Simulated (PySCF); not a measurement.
Al(OH)3(OMe2), C2H9AlO4, singlet at its GFN2-xTB optimised geometry (Å):

```
16

Al    -0.4422    -0.4061     0.0000
O     -1.1869    -1.7556     0.6629
H     -2.0137    -1.9717     1.0640
O     -1.2657     1.0514     0.0000
H     -1.1425     1.9717     0.1678
O      1.2286    -0.4061     0.0000
H      2.0137    -0.7169     0.4193
C     -0.2115    -2.0853    -2.3434
O     -0.6908    -0.8405    -1.9068
C     -1.1109     0.0023    -2.9459
H      0.6677    -1.9640    -2.9843
H      0.0628    -2.6327    -1.4453
H     -0.9896    -2.6301    -2.8892
H     -1.9246    -0.4624    -3.5143
H     -0.2817     0.2338    -3.6231
H     -1.4661     0.9152    -2.4764
```

Calculation: PBE0/def2-TZVP in PySCF.

Map of the electrostatic potential (hartree/e), clipped to [-0.08, 0.12] on the plane z = 1.5 Å:

```
|-------========--------------|
|-------========--------------|
|-------========--------------|
|-------========--------------|
|--------=======--------------|
|--------=======--------------|
|---------=====---------------|
|----------===----------------|
|----:::::---------::---------|
|---::::::::::---:::::--------|
|--::::.....:::-:::::::-------|
|--::::.....::---::::::-------|
|--::::.....:-==-:::::--------|
|---:::...::=+*+=-::::---==---|
|----::::::-+##*+-:::-========|
|-----:::::=+###+-::-=++======|
|-------:::-=+**=-::-++++=====|
|----====-:::-==-::-=++++=====|
|--===+***+=:..:::::-=+++=====|
|====+*@@@@#=.  ..::-=========|
|====+#@@@@%=   ..::--========|
|===++#@@@@+:    .::---=======|
|====+*%@@+:    ..::----======|
|====++**+-.    ..::------====|
|========--:.....:::----------|
|=======--::....:::-----------|
|======----:::::::------------|
|===-------::::::-------------|
|-----------------------------|
```
Scale: ten equal steps from -0.080 (start of ' ') to 0.120 (end of '@'), in the order ' .:-=+*#%@'; x runs from -4.50 to 4.50, y from -4.50 (bottom) to 4.50 (top).
